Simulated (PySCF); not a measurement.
**Working out the ionisation energy of Zr**

Zr [Kr] 4d2 5s2 (3F) → Zr⁺ [Kr] 4d2 5s1 (4F). Computed with PySCF 2.14 in def2-QZVPPD with the def2 core potential (28 electrons), with a scalar-relativistic core potential. Frozen: 4s2 4p6. Energies in hartree (1 hartree = 27.21139 eV):

```json
{"part": "UHF", "Zr (lower)": "-46.445699", "Zr⁺ (upper)": "-46.255045"}
{"part": "CCSD correlation", "Zr (lower)": "-0.058364", "Zr⁺ (upper)": "-0.016221"}
{"part": "(T)", "Zr (lower)": "-0.003157", "Zr⁺ (upper)": "-0.000154"}
```

What does Hartree-Fock give?

(-46.255045) − (-46.445699) = 0.190654 hartree = 5.188 eV.

What do CCSD and CCSD(T) give?

The CCSD correlation energies differ by 0.042143 hartree = 1.147 eV and the triples by 0.003003 hartree = 0.082 eV, so CCSD gives 6.335 eV and CCSD(T) 6.417 eV.

Measured between the centres of the two terms (NIST): 6.639 eV, so CCSD(T) (valence) is off by -0.222 eV.

What remains against the reference includes basis incompleteness, the frozen core and higher excitations.
